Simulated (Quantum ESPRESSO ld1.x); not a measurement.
Q: Radial electron density D(r) = 4 pi r^2 rho(r) of an atom or ion with 35 electrons. Method: non-relativistic Kohn-Sham, LDA (Slater exchange, Perdew-Zunger correlation), spin-polarised, spherical densities, point nucleus; computed with ld1.x of Quantum ESPRESSO 7.5.

r (bohr)  D(r) (e/bohr)    spin D(r)
0.005219          7.559  -0.00000864
0.007016          12.01    0.0000104
0.009433          18.25    0.0000897
0.01258           25.93     0.000338
0.01692           34.47      0.00107
0.02274           41.45      0.00299
0.03058           44.11      0.00752
0.04078           41.56       0.0165
0.05483           37.22       0.0321
0.07372           38.28       0.0507
0.09911           46.98       0.0584
0.1322            53.01       0.0377
0.1777            45.40     0.000280
0.2389            32.22       0.0139
0.3213            31.73        0.105
0.4285            36.95        0.137
0.5761            29.38       0.0299
0.7745            14.33       0.0370
1.033             6.825        0.351
1.389             5.496        0.667
1.867             3.921        0.579
2.51              1.628        0.257
3.348            0.3723       0.0583
4.502           0.03782      0.00536
6.053          0.001420     0.000158

What is the nuclear charge?

A: Z = 36. The innermost maximum, from 1s, lies near 1/Z = 0.0278 bohr (found: 0.0303), and its height grows with Z. The density is that of the krypton ion Kr+ in [Ar] 3d10 4s2 4p5; the configuration itself is not fixed sharply by these data, and Z only to about a unit. D(r) has 3 maxima, at r = 0.0303, 0.132, 0.432 bohr, and minima at 0.0618, 0.278 bohr, inside which lie 2.08, 11.11 electrons.
